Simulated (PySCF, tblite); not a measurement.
Species: C₆H₁₀F₂Si.
Numbering: `[F:1][CH2:2][C@@:3]12[CH2:4][CH2:5][C@:6]1([SiH2:7][F:8])[CH2:9]2` (hydrogens: H10, H11 on C2; H12, H13 on C4; H14, H15 on C5; H16, H17 on Si7; H18, H19 on C9)

Cartesian coordinates in Å at the GFN2-xTB level; atoms count from 1:
```xyz
19
C6H10F2Si angstrom
F     -1.6296    0.9777   -1.7891
C     -1.5700    1.1886   -0.4259
C     -0.7910    0.1026    0.2417
C     -1.1031   -1.3835    0.1131
C      0.4086   -1.6813    0.0904
C      0.7092   -0.1825    0.1802
Si     2.0329    0.7295   -0.7740
F      1.8761    2.2875   -0.3792
C      0.0648    0.3379    1.4399
H     -2.6091    1.2141   -0.0754
H     -1.0960    2.1644   -0.2810
H     -1.5947   -1.6260   -0.8263
H     -1.6708   -1.8145    0.9388
H      0.7444   -2.1318   -0.8406
H      0.7839   -2.2706    0.9270
H      3.3691    0.3643   -0.3236
H      1.8282    0.6772   -2.2123
H     -0.0298   -0.3132    2.2979
H      0.2671    1.3689    1.6910
```

Jobs on this species (19 atoms, 78 electrons) with PySCF (density fitting) and tblite. Hardware of each: one thread of an Arm Neoverse N1, on a shared host. Times come from a shared host and carry two figures at best.

```tsv
level and settings	work	basis functions	SCF cycles	wall time
GFN2-xTB	Hessian by finite differences	–	–	?
GFN2-xTB	L-BFGS relaxation	–	–	0.96 s
PBE0/pcSseg-1	shieldings, ring-centre shieldings, charges and field gradients	210	14	72 s
```

Q: Fill in the missing figures.

A: 
- GFN2-xTB; Hessian by finite differences: 1.3 s

Q: What do all jobs in the table cost together?

A: About 74 s; the longest takes about 97 % of that, and about 75 times as long as the shortest.
